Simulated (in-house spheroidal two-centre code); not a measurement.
Computed with a spheroidal two-centre code. Model: one electron and two fixed point charges, non-relativistic, separated in prolate spheroidal coordinates (energies exact to about nine digits).

With r1 and r2 the distances to the charges and R their separation, ξ = (r1 + r2)/R and η = (r1 − r2)/R; m is the angular momentum about the axis. The force apart is −d(total energy)/dR, and minima and barriers are those of the total energy. The separation constant A is the eigenvalue of −d/dη(1−η²)d/dη + m²/(1−η²) − p²η² − R(Z2−Z1)η, with p² = −E R²/2 and E the electronic energy.

Command:
```bash
python run_two.py task.json out
```
Settings:
```
Z1                     1
Z2                     1
xi_nodes               2
eta_nodes              0
m                      1
```

Cost of the run: 1 s on 1 thread of Intel(R) Xeon(R) Processor @ 2.30GHz, with other jobs on the host.

**Energy curve, total energy includes the repulsion of the charges.**

Given: first charge 1; second charge 1; united atom label 4p pi u; nodes in ξ 2; nodes in η 0.

Computed: united atom energy -0.125 hartree.

```csv
distance (bohr),electronic energy (hartree),total energy (hartree),kinetic energy (hartree),force apart (hartree/bohr)
0.4,-0.124372341,2.37562766,0.12318,6.247
0.718,-0.123162272,1.26959539,0.11993,1.9353
1.29,-0.120152351,0.655041447,0.11271,0.59515
2.32,-0.113999692,0.317034791,0.10022,0.17985
4.16,-0.103953323,0.136431292,0.083438,0.052853
7.46,?,?,?,?
12.5,-0.0766835297,0.0033164703,0.049673,0.0042392
17.5,-0.0677383367,-0.0105954796,0.041936,0.0017909
22.5,-0.0615373011,-0.0170928567,0.038241,0.0009399
27.5,-0.0571449361,-0.0207812997,0.036748,0.00058059
32.5,-0.053948275,-0.0231790442,0.036038,0.00039565
37.5,-0.0515216812,-0.0248550145,0.035466,0.00028295
42.5,-0.0496006008,-0.026071189,0.034926,0.00020835
47.5,-0.048029793,-0.0269771614,0.034441,0.00015713
52.5,-0.0467152019,-0.0276675829,0.034024,0.00012108
57.5,?,?,?,?
70.6,-0.0433170337,-0.0291527277,0.033005,5.4569e-05
97.7,-0.0403405511,-0.0301051366,0.032266,2.2115e-05
135,-0.0380393662,-0.0306319588,0.031821,8.806e-06
187,-0.0362688071,-0.0309212135,0.031562,3.4266e-06
```

(1) What belongs in the row 7.46?

(2) What belongs in the row 57.5?

**Where the electron sits, z along the axis from the midpoint, the separation constant A tends to l(l+1) at zero distance; at short distance the term in R(Z2−Z1)η can raise or lower it, and at long distance it falls (p² = -ER²/2).**

```
distance (bohr)  mean z squared (bohr²)  mean squared distance from axis (bohr²)  separation constant
            0.4                   30.33                                   121.23                1.998
          0.718                  30.984                                   123.64               1.9936
           1.29                  32.721                                    129.9                 1.98
           2.32                  36.841                                   144.02               1.9382
           4.16                  45.873                                   171.68               1.8163
           7.46                  66.459                                   220.79               1.4661
           12.5                       ?                                        ?                    ?
           17.5                  188.17                                   332.41             -0.71866
           22.5                  304.69                                    350.6              -2.7247
           27.5                  459.02                                   345.94               -5.631
           32.5                  631.53                                   334.12              -9.5425
           37.5                  809.47                                   324.74              -14.434
           42.5                  991.86                                   318.88              -20.243
           47.5                  1181.2                                   315.22              -26.923
           52.5                  1379.6                                   312.74              -34.444
           57.5                  1588.2                                   310.87              -42.791
           70.6                  2187.4                                   307.32              -68.507
           97.7                  3682.8                                    302.7              -139.11
            135                       ?                                        ?                    ?
            187                   11152                                   296.12              -535.46
```

(3) What belongs in the row 12.5?

(4) What belongs in the row 135?

Results:

(1) electronic energy (hartree): -0.0903820151; total energy (hartree): 0.0436662422; kinetic energy (hartree): 0.064877; force apart (hartree/bohr): 0.01455.

(2) electronic energy (hartree): -0.0455959578; total energy (hartree): -0.0282046534; kinetic energy (hartree): 0.033674; force apart (hartree/bohr): 9.5122e-05.

(3) mean z squared (bohr²): 112.93; mean squared distance from axis (bohr²): 286.69; separation constant: 0.60917.

(4) mean z squared (bohr²): 6323.9; mean squared distance from axis (bohr²): 299.01; separation constant: -274.22.
